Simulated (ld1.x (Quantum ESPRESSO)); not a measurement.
**Before and after: ultrasoft potential for Ni**

* Element: nickel (Ni)
* Generator: ld1.x (Quantum ESPRESSO) 7.5
* Type: ultrasoft
* Functional: LDA (PZ)
* Relativity: scalar-relativistic
* Frozen core: [Ar]
* Valence charge: 10
* Reference configuration: 3d8 4s0 4p0 (charge +2)
* Partial waves: 4s (bound, empty): rcut 1.70, rcutus 1.95 bohr; 4s channel at 2.45 Ry: rcut 1.70, rcutus 1.95 bohr; 4p (bound, empty): rcut 1.60, rcutus 1.85 bohr; 4p channel at 1.25 Ry: rcut 1.60, rcutus 1.85 bohr; 3d (bound): rcut 0.80, rcutus 1.05 bohr; 3d channel at -0.45 Ry: rcut 0.80, rcutus 1.05 bohr
* Local potential: all-electron potential smoothed inside 1.80 bohr (lloc = -1)
* Core correction: Bessel-smoothed model core inside 1.05 bohr
* Augmentation charge: PSQ, inside the norm-conserving radii

All-electron outer shells of the reference configuration (LDA (PZ), scalar-relativistic, ld1.x):

```json
{"shell": "3p", "level (eV)": "-91.05", "outermost node (bohr)": "0.27", "outermost maximum (bohr)": "0.65"}
{"shell": "3d", "level (eV)": "-28.71", "outermost node (bohr)": "–", "outermost maximum (bohr)": "0.63"}
{"shell": "4s", "level (eV)": "-21.84", "outermost node (bohr)": "0.91", "outermost maximum (bohr)": "2.00"}
{"shell": "4p", "level (eV)": "-15.06", "outermost node (bohr)": "0.99", "outermost maximum (bohr)": "2.38"}
```

Change: waves 3d (bound): rcut 0.80, rcutus 1.58 bohr; 3d channel at -0.45 Ry: rcut 0.80, rcutus 1.58 bohr.

Cutoffs: the cutoffs (Ry, on a coarse ladder) from which the occupation-weighted sum of valence levels, in a spherical-Bessel basis at the reference potential, stays within 10 and 1 mRy of its value at 400 Ry; they do not see the model core or the augmentation charge, which bear on the density cutoff. Errors are all-electron minus pseudo energies relative to the spin-unpolarised reference configuration.

**Question.** How do hardness, ghosts and transferability respond?

**Answer.** The potential gets softer (140 Ry and 200 Ry → 40 Ry and 70 Ry); the number of tests that count goes from 9 to 8; of the 8 tests that both files solve, the error grows in 5 and shrinks in 1 by more than 15 % and 0.3 meV (median size 16.1 → 15.4 meV); neither file shows a bound ghost at the reference potential, the only one tested. A larger radius leaves more room for a smooth pseudo-wave, so fewer plane waves are needed.

```tsv
quantity	base	changed
cutoff, loose	140 Ry	40 Ry
cutoff, tight	200 Ry	70 Ry
bound ghosts	none	none
tests counted (converged, no solver errors)	9 of 9	8 of 9
error for 3d8 4s2 4p0, meV [ΔE -27.26 eV]	-2.2	-3.6
error for 3d8 4s1 4p0, meV [ΔE -17.66 eV]	-0.6	-1.0
error for 3d8.5 4s1.5 4p0, meV [ΔE -28.46 eV]	-15	-21
error for 3d8 4s0 4p1, meV [ΔE -11.89 eV]	+1.9	+1.8
error for 3d9 4s0 4p0, meV [ΔE -20.70 eV]	-76	-123
error for 3d7 4s2 4p0, meV [ΔE -10.85 eV]	-156	-241
error for 3d8 4s0 4p0 (spin-polarised), meV [ΔE -0.95 eV]	+19	+17
error for 3d8 4s2 4p0 (spin-polarised), meV [ΔE -28.17 eV]	+18	+14
s: phases at 2.14 bohr within 0.05 rad from the reference energy up to (Ry; the scan ends near 5)	to the end of the scan	to the end of the scan
p: phases at 2.14 bohr within 0.05 rad from the reference energy up to (Ry; the scan ends near 5)	to the end of the scan	to the end of the scan
d: phases at 2.14 bohr within 0.05 rad from the reference energy up to (Ry; the scan ends near 5)	to the end of the scan	to the end of the scan
lowest overlap eigenvalue by channel	s 0.57, p 0.66, d 0.99	s 0.57, p 0.66, d 0.26
```

Changed file: Tests not counted: 3d7 4s0 4p0 (solver errors, printed error -679 eV).
